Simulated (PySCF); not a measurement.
## Copper: a sound run and one with changed settings

Sound run: Cu [Ar] 3d10 4s1, Cu⁺ [Ar] 3d10. Calculation: PySCF 2.14, in jorge-DZP-DKH; scalar relativity by spin-free X2C-1e. The sound run starts from symmetry-adapted Hartree-Fock orbitals and uses a fine grid where one is needed.

Changed run: radial step 0.5 in ln r (0.13 in the sound run). This setting is unsound on purpose.

```tsv
species	method	sound run (hartree)	changed run (hartree)	converged
Cu	UHF	-1653.03659	-1653.03659	yes
Cu	BP86	-1654.92943	-1654.99740	yes
Cu	B3LYP	-1654.69914	-1654.75100	yes
Cu⁺	UHF	-1652.79970	-1652.79970	yes
Cu⁺	BP86	-1654.63762	-1654.70709	yes
Cu⁺	B3LYP	-1654.41160	-1654.46654	yes
```

Ionisation energy of Cu:

| method | sound run (eV) | changed run (eV) |
| --- | --- | --- |
| UHF | 6.446 | 6.446 |
| BP86 | 7.940 | 7.900 |
| B3LYP | 7.824 | 7.741 |

A coarse radial grid mis-integrates the density and the exchange-correlation energy, with errors of either sign; Hartree-Fock needs no grid.

For comparison, NIST gives 7.726 eV between the lowest levels.
